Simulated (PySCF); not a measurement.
**Worked example: oscillator strength and radiative lifetime**

C2H4F, SMILES C[CH]F (connectivity only; charge and spin as stated), charge +1, multiplicity 1.

Geometry optimised at PBE0-D3(BJ)/def2-TZVP. The multiplicity is an assumed one; other spin states were not compared. The isomer is the one that the SMILES or the coordinates give; other isomers of the formula were not compared.

TDA-PBE0/def2-SVPD in PySCF puts the first singlet state with f over 0.02 at 8.18 eV (vertical), with the transition dipole (-0.167, -1.215, 0.000) in atomic units.

Question: Find the oscillator strength, the wavelength and the radiative lifetime that this transition would have in vacuum if emission retraced absorption.

Answer: 
|μ|² = 1.5041 au, so |μ| = 3.12 D. ΔE = 8.18/27.211 = 0.3006 hartree. f = (2/3) ΔE |μ|² = 0.301 (the program prints 0.302).
λ = 1239.84/8.18 = 152 nm; ν = 65976 cm⁻¹.
Einstein's coefficient A = 0.6670 ν² f s⁻¹ (ν in cm⁻¹) = 8.8e8 s⁻¹, so τ = 1/A = 1.1 ns. This state is S3; the lower singlets have f = 0.000, 0.008. The figure is the radiative limit of this one transition; relaxation, internal conversion, crossing to triplets and a medium change what is measured.
